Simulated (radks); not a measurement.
Results of a calculation; reference values are marked as such.
How relativity changes the ionisation of the oxygen ion O+ ([He] 2s2 2p3) to O2+ ([He] 2s2 2p2). Spin-unpolarised spherical Kohn-Sham, PBE, point nucleus unless stated (finite: rms radius 2.6991 fm), a radial shooting solver on a logarithmic mesh with Libxc functionals. A level marked "c x" has the speed of light scaled by that factor and shares open shells by 2j + 1; other Dirac levels either fill j = l - 1/2 first or share by 2j + 1.

| level | E(O+) (hartree) | E(O2+) (hartree) | IE (eV) | HOMO | <r> HOMO (bohr) |
|---|---|---|---|---|---|
| non-rel. | -74.34108 | -73.10655 | 33.593 | 2p | 1.110 |
| scalar-rel. | -74.39802 | -73.16376 | 33.586 | 2p | 1.110 |
| scalar-rel., finite nucleus | -74.39801 | -73.16374 | 33.586 | 2p | 1.110 |
| Dirac, 2j+1 shares | -74.39802 | -73.16376 | 33.586 | 2p3/2 | 1.110 |
| Dirac, low j first | -74.39964 | -73.16634 | 33.560 | 2p3/2 | 1.110 |
| Dirac, 2j+1 shares, finite nucleus | -74.39801 | -73.16375 | 33.586 | 2p3/2 | 1.110 |
| Dirac, c x 0.75 | -74.44245 | -73.20839 | 33.580 | 2p3/2 | 1.111 |
| Dirac, c x 0.85 | -74.41995 | -73.18579 | 33.583 | 2p3/2 | 1.110 |
| Dirac, c x 10 | -74.34165 | -73.10712 | 33.593 | 2p3/2 | 1.110 |

NIST Atomic Spectra Database: 35.121 eV (measured). The relativistic part of the total energy of O+ is -0.05693 hartree (Dirac, 2j+1 shares, finite nucleus), 0.077 % of the non-relativistic value. Spin polarisation and multiplet splitting of open shells are left out at every level.

Beside tabulated values, note that spin-unpolarised runs miss the spin-polarisation part of the exchange energy of open shells.
